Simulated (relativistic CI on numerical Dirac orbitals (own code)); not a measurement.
Br XIV: computed level list

Calculated at this level of theory: Dirac-Coulomb-Breit CI, orbitals from a KLI potential per configuration, QED by a radiative potential, unscaled Slater integrals (own radial code, finite nucleus).

Configurations in the expansion (outside the closed core [Ne]): 3s2.3p6.3d4, 3s2.3p5.3d5, 3s.3p6.3d5, 3s2.3p6.3d3.4s, 3s2.3p6.3d3.4p, 3s2.3p6.3d3.4d, 3s2.3p6.3d3.4f, 3s2.3p6.3d2.4s.4p, 3s2.3p5.3d4.4s, 3s2.3p6.3d3.5s, 3p6.3d6, 3p5.3d7, 3s2.3p6.3d2.4s2, 3s2.3p6.3d.4s2.4p, 3s2.3p6.3d.4s2.4d, 3s2.3p6.3d.4s2.4f, 3s2.3p6.3d2.4p2, 3s2.3p6.3d.4s.4p2, 3s2.3p6.3d.4p3, 3s2.3p6.3d.4p2.4d, 3s2.3p6.3d.4p2.4f. Double excitations out of closed p, d and f shells are left out; levels of such configurations are missing from the list, as are those of other unlisted configurations, and high levels can miss mixing partners. These lack a partner that the ground configuration has and come out too high: 3s2.3p5.3d4.4s.

The lowest level is 3s2.3p6.3d4 5D_0, with 96 % of that term; Hund's rules for 3s2.3p6.3d4 give 5D with J = 0, in agreement.

```tsv
No.	Configuration	Term	J	E (eV)	%	Next component (%)	Landé g
1	3s2.3p6.3d4	5D	0	0.000	96	4 3P	
2	3s2.3p6.3d4	5D	1	0.220	98	2 3P	1.499
3	3s2.3p6.3d4	5D	2	0.569	99	1 3P	1.497
4	3s2.3p6.3d4	5D	3	0.986	99	1 3F	1.496
5	3s2.3p6.3d4	5D	4	1.440	98	2 3F	1.493
6	3s2.3p6.3d4	3P	0	6.454	89	7 1S	
7	3s2.3p6.3d4	3H	4	6.883	77	10 3G	0.866
8	3s2.3p6.3d4	3H	5	7.400	90	10 3G	1.048
9	3s2.3p6.3d4	3P	1	7.556	96	2 5D	1.481
10	3s2.3p6.3d4	3H	6	7.756	95	5 1I	1.158
11	3s2.3p6.3d4	3F	3	7.901	58	41 3G	0.949
12	3s2.3p6.3d4	3F	2	8.062	96	3 1D	0.679
13	3s2.3p6.3d4	3F	4	8.251	64	17 3H	1.141
14	3s2.3p6.3d4	3P	2	8.921	92	7 3D	1.472
15	3s2.3p6.3d4	3G	3	9.194	58	41 3F	0.888
16	3s2.3p6.3d4	3G	4	9.259	68	16 3F	1.073
17	3s2.3p6.3d4	3G	5	9.643	90	10 3H	1.182
18	3s2.3p6.3d4	3D	3	10.941	96	2 1F	1.323
19	3s2.3p6.3d4	1I	6	11.060	95	5 3H	1.006
20	3s2.3p6.3d4	3D	2	11.122	84	7 3P	1.169
21	3s2.3p6.3d4	3D	1	11.365	97	2 3P	0.520
22	3s2.3p6.3d4	1G	4	11.687	78	11 3F	1.020
23	3s2.3p6.3d4	1S	0	12.579	92	8 3P	
24	3s2.3p6.3d4	1D	2	14.125	88	6 3D	1.013
25	3s2.3p6.3d4	1F	3	15.495	92	5 3F	1.008
26	3s2.3p6.3d4	3P	2	17.998	97	2 1D	1.484
27	3s2.3p6.3d4	3F	4	18.324	96	3 1G	1.241
28	3s2.3p6.3d4	3F	2	18.507	97	2 1D	0.677
29	3s2.3p6.3d4	3F	3	18.649	94	5 1F	1.078
30	3s2.3p6.3d4	3P	1	19.047	99		1.497
31	3s2.3p6.3d4	3P	0	19.564	98	1 1S	
32	3s2.3p6.3d4	1G	4	20.871	96	3 3F	1.006
33	3s2.3p6.3d4	1D	2	27.284	99		0.999
34	3s2.3p6.3d4	1S	0	35.333	99	1 3P	
35	3s2.3p5.3d5	7P°	4	88.488	99	1 5D°	1.747
36	3s2.3p5.3d5	7P°	3	91.065	92	8 5P°	1.895
37	3s2.3p5.3d5	7P°	2	93.535	83	16 5P°	2.250
38	3s2.3p5.3d5	5P°	1	97.638	98	1 3P°	2.481
39	3s2.3p5.3d5	5G°	6	98.402	88	10 5H°	1.317
40	3s2.3p5.3d5	5G°	5	98.833	85	11 5H°	1.251
41	3s2.3p5.3d5	5G°	4	99.270	83	8 5H°	1.144
42	3s2.3p5.3d5	5P°	2	99.418	79	14 7P°	1.881
43	3s2.3p5.3d5	5D°	4	99.684	77	17 5F°	1.458
44	3s2.3p5.3d5	5G°	3	99.688	85	9 3F°	0.923
45	3s2.3p5.3d5	5G°	2	100.036	84	13 3F°	0.399
```

Energies count from the lowest computed level; ° marks odd parity.

The mean weight of the leading LS term, summed over parents, in these 45 levels is 89 %, and that of the leading jj configuration (from the same eigenvectors) 53 %, so LS coupling describes them better.

At this charge energies of transitions that change n are usually good to better than 1 %, and those within a shell (Δn = 0) to a few per cent. Terms inside the open d or f shell come out 10 to 20 % too wide with unscaled integrals.

Landé's interval rule says that E(J) − E(J−1) = AJ with one A. For the ground term the intervals give A = 1774.6, 1406.9, 1122.5, 914.7 cm⁻¹ for J = 1, 2, 3, 4; the multiplet is regular.

LS names give the leading component of a level, which can be under half, so a name can repeat, a term be missing and a line seem to break the LS rules.
